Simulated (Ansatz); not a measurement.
System: I2, charge 1, multiplicity 2. 
Structure (B3LYP-D3(BJ)/def2-TZVP (Ansatz, a quantum-chemistry and plane-wave program) minimum search):
```
I
I 1 2.6068
```
Charge +1, spin multiplicity 2.

Property: vertical electron affinity (to the singlet state of charge +0; a negative value means that the extra electron is unbound and the number depends on the basis; each state is the SCF solution reached for its spin; for the doublet the Hartree-Fock reference is unstable and T1 is 0.014), in eV. Valence correlation only, unless marked. Open shells are spin-unrestricted. No spin-orbit coupling. Frozen are the shells of the preceding noble gas and the d and f shells that filled before the atom's block. In def2 rows, elements after Kr have scalar-relativistic effective core potentials.  The program attaches cautions to a run behind CCSD/def2-SVPD: other roots. The program attaches cautions to a run behind CCSD(T)/def2-SVPD: other roots.

```tsv
level	program	vertical electron affinity (eV)
PBE/def2-TZVPD	Ansatz	9.19
PBE0/def2-TZVPD	Ansatz	9.43
CAM-B3LYP/def2-TZVPD	Ansatz	9.56
wB97X/def2-TZVPD	Ansatz	9.52
CCSD/def2-SVPD	Ansatz	9.35
CCSD/def2-TZVPPD	Ansatz	9.42
CCSD(T)/def2-SVPD	Ansatz	9.31
CCSD(T)/def2-TZVPPD	Ansatz	9.38
CCSD(T)/def2-QZVPPD	Ansatz	9.52
```
